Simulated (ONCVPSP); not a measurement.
# Kr: one change to an ONCV potential, before and after

* Element: Kr (Z = 36)
* Generator: ONCVPSP 4.0.1
* Type: optimised norm-conserving Vanderbilt (ONCV)
* Functional: PBE
* Relativity: scalar-relativistic
* Frozen core: [Ne]
* Valence charge: 26
* Reference configuration: 3s2 3p6 3d10 4s2 4p6
* Partial waves: 3s+4s: rc 1.00 bohr, ncon 5, nbas 8, qcut 10.9 1/bohr, 2 projectors; 3p+4p: rc 0.90 bohr, ncon 4, nbas 7, qcut 15.7 1/bohr, 2 projectors; 3d: rc 0.80 bohr, ncon 4, nbas 9, qcut 22.8 1/bohr, 3 projectors, debl 1.4 Ha
* Local potential: polynomial inside 0.50 bohr (lpopt 5, dvloc0 -1 Ha)
* Core correction: Teter function, fcfact 2.75, rcfact 1.35

In the d channel the program set the typed energies aside and used -2.991, 0.250, 1.650 Ha.

All-electron outer shells of the reference configuration (PBE, scalar-relativistic, ld1.x):

```tsv
shell	level (eV)	outermost node (bohr)	outermost maximum (bohr)
2s	-1864.47	0.06	0.15
2p	-1648.47	–	0.12
3s	-263.97	0.22	0.47
3p	-195.19	0.20	0.46
3d	-81.40	–	0.41
4s	-23.05	0.64	1.34
4p	-9.25	0.67	1.55
```

Change: functional PW91. In the d channel the program set the typed energies aside and used -2.996, 0.250, 1.650 Ha.

Cutoffs: the cutoffs (Ha) at which the residual kinetic energy of the hardest occupied pseudo-wave falls to 1 and 0.1 mHa per electron; they do not see the model core or the augmentation charge, which bear on the density cutoff. Errors are all-electron minus pseudo energies relative to the spin-unpolarised reference configuration.

Task: Predict the effect on cutoff, ghosts and configuration errors.

Result: The potential gets neither clearly harder nor softer (189 Ha and 212 Ha → 189 Ha and 212 Ha); the errors of the 4 common tests hardly move; neither file shows a bound ghost.

| quantity | base | changed |
| --- | --- | --- |
| cutoff, loose | 189 Ha | 189 Ha |
| cutoff, tight | 212 Ha | 212 Ha |
| loose cutoff by channel | s 56 Ha, p 85 Ha, d 189 Ha | s 56 Ha, p 85 Ha, d 189 Ha |
| bound ghosts | none | none |
| GHOST(+) flags under 300 eV | none | none |
| error for 3s2 3p6 3d10 4s2 4p5, meV [ΔE 14.29 → 14.35 eV] | -0.8 | -0.9 |
| error for 3s2 3p6 3d10 4s2 4p4, meV [ΔE 39.46 → 39.59 eV] | -2.9 | -2.9 |
| error for 3s2 3p6 3d10 4s2 4p3, meV [ΔE 76.54 → 76.75 eV] | -6.0 | -6.1 |
| error for 3s1 3p6 3d10 4s2 4p6, meV [ΔE 276.72 → 276.73 eV] | -495 | -493 |
| s: phases at 1.01 bohr within 0.05 rad from the reference energy up to (Ha; the scan ends near 5) | to the end of the scan | to the end of the scan |
| p: phases at 0.92 bohr within 0.05 rad from the reference energy up to (Ha; the scan ends near 5) | to the end of the scan | to the end of the scan |
| d: phases at 0.81 bohr within 0.05 rad from the reference energy up to (Ha; the scan ends near 5) | to the end of the scan | to the end of the scan |
| rms error of d²Exc/dni dnj with the model core, mHa | 1.93 | 1.99 |
